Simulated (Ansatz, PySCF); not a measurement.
Spin states of H3IrO3 (SMILES [OH][Ir]([OH])[OH]), each relaxed with B3LYP-D3(BJ)/def2-TZVP.
State 1 (charge 0, multiplicity 1):
```xyz
7

Ir     0.02590     0.09856     0.04086
O      1.66555    -0.38722    -0.66005
H      2.32727     0.27179    -0.38487
O     -0.48005    -0.52263     1.70514
H     -0.90529    -1.39269     1.61136
O     -1.09580     1.19822    -0.93080
H     -1.63939     0.65848    -1.53073
```
State 2 (charge 0, multiplicity 3):
```xyz
7

Ir    -0.403     0.217     0.078
O      1.219    -0.673    -0.357
H      1.946    -0.050    -0.200
O     -0.597    -0.798     1.659
H      0.164    -1.350     1.892
O     -1.018     1.459    -1.204
H     -1.412     1.120    -2.019
```

| level | energy of the multiplicity-3 state less that of the multiplicity-1 state (kcal/mol) | cost |
|---|---|---|
| SVWN5/def2-TZVPP | 24.59 | ×0.7 |
| PBE/def2-TZVPP | 20.02 | ×1 |
| PBE-D3(BJ)/def2-TZVPP | 19.99 | ×1 |
| PBE-D4/def2-TZVPP | 20.00 | ×1 |
| BLYP/def2-TZVPP | 18.50 | ×1 |
| BLYP-D3(BJ)/def2-TZVPP | 18.42 | ×1 |
| BLYP-D4/def2-TZVPP | 18.40 | ×1 |
| r2SCAN/def2-TZVPP | 15.69 | ×2 |
| r2SCAN-D3(BJ)/def2-TZVPP | 15.69 | ×2 |
| r2SCAN-D4/def2-TZVPP | 15.69 | ×2 |
| B97M-V/def2-TZVPP | 15.16 | ×3 |
| r2SCANh/def2-TZVPP | 14.60 | ×2 |
| B3LYP/def2-TZVPP | 16.73 | ×2 |
| B3LYP-D3(BJ)/def2-TZVPP | 16.67 | ×2 |
| B3LYP-D4/def2-TZVPP | 16.68 | ×2 |
| PBE0/def2-TZVPP | 16.89 | ×2 |
| PBE0-D3(BJ)/def2-TZVPP | 16.87 | ×2 |
| PBE0-D4/def2-TZVPP | 16.88 | ×2 |
| BHLYP/def2-TZVPP | 11.48 | ×3 |
| BHLYP-D3(BJ)/def2-TZVPP | 11.45 | ×3 |
| BHLYP-D4/def2-TZVPP | 11.46 | ×3 |
| CAM-B3LYP/def2-TZVPP | 15.61 | ×2 |
| CAM-B3LYP-D3(BJ)/def2-TZVPP | 15.61 | ×2 |
| CAM-B3LYP-D4/def2-TZVPP | 15.60 | ×2 |
| wB97X-V/def2-TZVPP | 17.57 | ×6 |
| wB97M-V/def2-TZVPP | 17.15 | ×7 |
| B2PLYP/def2-TZVPP | 19.85 | ×4 |
| B2PLYP-D3(BJ)/def2-TZVPP | 19.83 | ×4 |
| B2PLYP-D4/def2-TZVPP | 19.84 | ×4 |
| CCSD/def2-SVP | 14.69 | - |
| CCSD/def2-TZVPP | 16.27 | - |
| CCSD(T)/def2-SVP | 18.03 | ×10 |
| CCSD(T)/def2-TZVPP | 19.94 | ×100 |
| CCSD(T)/CBS(def2-SVP, def2-TZVPP) | 19.76 | ×100 |

The rows run from 11.45 (BHLYP-D3(BJ)/def2-TZVPP) to 24.59 kcal/mol (SVWN5/def2-TZVPP). From def2-SVP to def2-TZVPP CCSD(T) changes by 1.91. The dispersion term adds -0.03 in PBE-D3(BJ), -0.02 in PBE-D4, -0.08 in BLYP-D3(BJ). The 13 functionals in def2-TZVPP without D3 or D4 span 13.11, from BHLYP to SVWN5.

Singlets are restricted, other states unrestricted; no spin–orbit coupling, no relativity up to Kr; see below for the cores. The largest T1 diagnostic is 0.037.

Correlated levels freeze the inner cores; with def2 sets outer-core shells near the valence are correlated too. CBS(a, b) extrapolates the correlation energy as X⁻³ and adds the Hartree–Fock energy of set b.

Run with Ansatz (Gaussian orbitals); PySCF for the dispersion terms. Values without a source in brackets are computed. In def2 rows elements past Kr take small-core potentials, without spin–orbit coupling.

Costs are rough ratios of core time to PBE/def2-TZVPP (about 16 s over the structures, on one shared machine); a dash marks a level with no comparable run of its own.

Ansatz is a quantum-chemistry and plane-wave program.
